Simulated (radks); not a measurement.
Species: Gd0.375+. Configuration: [Xe] 4f7 5d1 6s(up 1, down 0.625) (fractional occupations, a model configuration). All-electron calculation, scalar-relativistic Kohn-Sham, PBE, spin-polarised, spherical densities, point nucleus; open shells are filled with parallel spins first (spin-orbit coupling, left out, can overturn this in heavy ions). Program: a radial shooting solver on a logarithmic mesh with Libxc functionals.

Normalised radial functions P(r) = r R(r), r in bohr:

r,4f up,6s down
0.003135,0.0000,0.0308
0.004282,0.0000,0.0372
0.005804,0.0000,0.0432
0.007929,0.0000,0.0477
0.01075,0.0000,0.0483
0.01468,0.0001,0.0421
0.0199,0.0004,0.0261
0.02718,0.0012,-0.0022
0.03684,0.0034,-0.0379
0.05033,0.0097,-0.0700
0.0682,0.0254,-0.0744
0.09318,0.0634,-0.0306
0.1263,0.1417,0.0506
0.1725,0.2898,0.1108
0.2338,0.5122,0.0678
0.3194,0.7885,-0.0750
0.4329,1.0153,-0.1636
0.5914,1.0897,-0.0545
0.8015,0.9725,0.1691
1.095,0.7275,0.2645
1.484,0.4655,0.0892
2.027,0.2462,-0.2535
2.748,0.1096,-0.5144
3.754,0.0383,-0.5595
5.087,0.0101,-0.4005
6.95,0.0016,-0.1859
9.419,0.0002,-0.0536
12.87,0.0000,-0.0077

4f up: eigenvalue -12.676 eV, 0 radial nodes, <r> = 0.854 bohr, 90 % of the charge inside 1.46 bohr. 6s down: eigenvalue -5.414 eV, 5 radial nodes at r = 0.0266, 0.105, 0.275, 0.639, 1.62 bohr, <r> = 3.97 bohr, 90 % of the charge inside 5.84 bohr.
